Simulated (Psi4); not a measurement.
A dimer, CH3Cl ··· F4Si (SMILES CCl and F[Si](F)(F)F), singlet; the first 5 atoms form monomer A.

```
10

C     -0.1536    -0.0082     0.0022
Cl     1.6381     0.0879    -0.0230
H     -0.4544    -0.5474     0.8953
H     -0.4802    -0.5348    -0.8894
H     -0.5499     1.0025     0.0150
F      0.9104    -2.4761     1.0327
Si     1.6769    -2.8536    -0.2812
F      0.9335    -2.2351    -1.5144
F      3.1380    -2.2903    -0.2142
F      1.7245    -4.4132    -0.4286
```

Task: What interaction energy does Psi4 1.11 with SAPT0/jun-cc-pVDZ, frozen core give, and which attractive term is the largest?

Result: Total 5.58 kcal/mol: electrostatics -13.69, exchange 26.76, induction -2.83, dispersion -4.65. The most attractive term is electrostatics.
